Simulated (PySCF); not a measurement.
**A ladder of Hamiltonians for Ca(2+) (calcium, charge +2)**

Occupied: 1s1/2, 2s1/2, 2p1/2, 2p3/2, 3s1/2, 3p1/2, 3p3/2. Hartree-Fock calculated with PySCF 2.14 in an uncontracted even-tempered set (24 s from 0.02 bohr⁻², ratio 2.3; 18 p from 0.024 bohr⁻², ratio 2.3), Gaussian nucleus throughout. NR is non-relativistic, sf-X2C the spin-free one-electron X2C Hamiltonian, X2C adds the bare one-electron spin-orbit term, X2C-SNSO screens it by Boettger's factors, DC is four-component Dirac-Coulomb, and the Gaunt term is added at first order (total energies over the DC spinors, levels after relaxing the spinors in that mean field). QED terms are absent. Levels marked empty are virtual spinors of this ion; the basis has s and p functions only, so 3d, which can lie below the n = 4 levels, is absent.

```tsv
Hamiltonian	E (hartree)	E − E(DC) (hartree)	CPU seconds
NR	-676.1528	2.9504	1.3
sf-X2C	-679.0279	0.0754	0.75
X2C	-679.0324	0.0709	1.2
X2C-SNSO	-679.0315	0.0718	1.2
DC	-679.1033	0.0000	39
DC+Gaunt	-678.8955	0.2078	76
```

Q: Give the 2p spin-orbit interval with each Hamiltonian that has one.

A: X2C 4.281; X2C-SNSO 3.851; DC 3.787; DC+Gaunt 3.660 (eV).

| level (eV) | NR | sf-X2C | X2C | X2C-SNSO | DC | DC+Gaunt |
| --- | --- | --- | --- | --- | --- | --- |
| 1s1/2 | -4079.4 | -4099.8 | -4099.8 | -4099.8 | -4101.2 | -4097.9 |
| 2s1/2 | -472.64 | -476.53 | -476.52 | -476.52 | -476.63 | -476.46 |
| 2p1/2 | -385.82 | -386.08 | -388.95 | -388.66 | -388.66 | -388.32 |
| 2p3/2 | -385.82 | -386.08 | -384.67 | -384.81 | -384.87 | -384.66 |
| 3s1/2 | -75.595 | -76.093 | -76.092 | -76.093 | -76.104 | -76.092 |
| 3p1/2 | -51.072 | -51.074 | -51.395 | -51.362 | -51.358 | -51.332 |
| 3p3/2 | -51.072 | -51.074 | -50.915 | -50.931 | -50.936 | -50.925 |
| 4s1/2 (empty) | -11.294 | -11.336 | -11.336 | -11.336 | -11.337 | -11.336 |
| 4p1/2 (empty) | -8.416 | -8.419 | -8.438 | -8.436 | -8.435 | -8.434 |
| 4p3/2 (empty) | -8.416 | -8.419 | -8.409 | -8.410 | -8.411 | -8.410 |

Weight of the small component: 1s1/2 0.00511, 2s1/2 0.000871, 2p1/2 0.000838, 2p3/2 0.000831, 3s1/2 0.000159, 3p1/2 0.000133, 3p3/2 0.000132, 4s1/2 1.76e-05, 4p1/2 1.20e-05, 4p3/2 1.19e-05.

Koopmans' value for the highest occupied level at DC+Gaunt: 50.925 eV, against an ionisation energy of 50.913 eV (measured; NIST Atomic Spectra Database, ionization energies); the former lacks relaxation, correlation, QED and recoil.

Measured binding energies of an electron added to this ion (NIST): 4s1/2 11.872 eV, 4p1/2 8.748 eV, 4p3/2 8.721 eV; the virtual levels lack core polarisation.

The whole ladder took 130 s of wall time on 1 thread of Neoverse-N1 (shared host), launched as `OMP_NUM_THREADS=1 python relrun2.py TASK.json OUT` (a driver that calls PySCF for each Hamiltonian).
